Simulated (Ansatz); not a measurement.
System: RuF3, charge 0, multiplicity 4. The spin state was set by rule; other spins were not relaxed. 
Geometry from a B3LYP-D3(BJ)/def2-TZVP (Ansatz, an electronic-structure program) optimisation:
```
Ru
F 1 1.8530
F 1 1.8530 2 162.85
F 1 1.8685 2 98.57 3 -180.00
```
Charge 0, spin multiplicity 4.

Parts of the frozen-core correlation energy in def2-SVP (Ansatz, hartree). Frozen orbitals: 7; correlated occupied orbitals by spin: 16 and 13; virtual: 50 and 53. Open shells are spin-unrestricted. No spin-orbit coupling. In def2 rows, elements after Kr have scalar-relativistic effective core potentials.

```csv
term,value
reference (HF),-392.19870
MP2 opposite-spin,?
MP2 same-spin,?
CCSD correlation,-0.73666
(T),?
T1 diagnostic,0.029
largest doubles amplitude,0.042
<S^2> of the reference,3.773
```

**Question.** What belongs in the gaps?

**Answer.** 
- MP2 opposite-spin, value: -0.50770
- MP2 same-spin, value: -0.22296
- (T), value: -0.02006
